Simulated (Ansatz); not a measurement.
Reaction (redistribution): `NB(O)F` + `O[BH][AlH][F]` → `O[B](F)[AlH][F]` + `NBO`

Isolated molecules relaxed with PBE0-D4/def2-TZVP in Ansatz; ΔE leaves out vibrations. CCSD(T)/CBS adds triple-zeta CCSD(T) − MP2 to the extrapolated MP2 energy (def2 sets, frozen cores). This one scheme is used for every species. Functionals use def2-TZVPP. Each species was taken in one conformer, which may not be the lowest.

(1) Is it downhill or uphill in electronic energy at CCSD(T)/CBS, and by how much? (Estimate.)

(2) What do these levels give: PBE-D4, PBE0-D4, r2SCANh-D4, PBE0, RPA@PBE/def2-TZVPP, CCSD/CBS(def2)? (An estimate is asked.)

Largest T1 diagnostic among the species: 0.014.

## Answers

(1) Ansatz gave: Downhill: ΔE = -0.31 eV.

(2) The calculation gave: PBE-D4 -0.38, PBE0-D4 -0.33, r2SCANh-D4 -0.34, PBE0 -0.33, RPA@PBE/def2-TZVPP -0.30, CCSD/CBS(def2) -0.29 eV.

From PBE to PBE0 (25 % exact exchange), in def2-TZVPP and without D4, ΔE moves by +0.05 eV. Leaving LDA and LC-ωPBE aside and taking each functional with its dispersion term where it has one, the values, not all of them listed here, spread over 0.09 eV, from PBE-D4 to BHLYP-D4. In def2-TZVPP, CCSD(T) changes the Hartree–Fock value by −0.10 eV (the triples alone add −0.02 eV) and MP2 by −0.12 eV.
